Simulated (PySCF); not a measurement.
SbHCl2, SMILES [Cl][SbH][Cl]. Coordinates come from a B3LYP-D3(BJ)/def2-TZVP optimisation. The def2 effective core potentials stand for the cores of Sb; spin–orbit coupling is left out.

Task: Give the equilibrium geometry at B3LYP-D3(BJ)/def2-TZVP (PySCF confirms it by a frequency run) as a Z-matrix, and its point group. (An estimate is asked for; the answer gives what the named calculation found.)

Result: point group Cs.
```
Sb
H 1 1.7229
Cl 1 2.3698 2 93.01
Cl 1 2.3698 2 93.01 3 -99.53
```
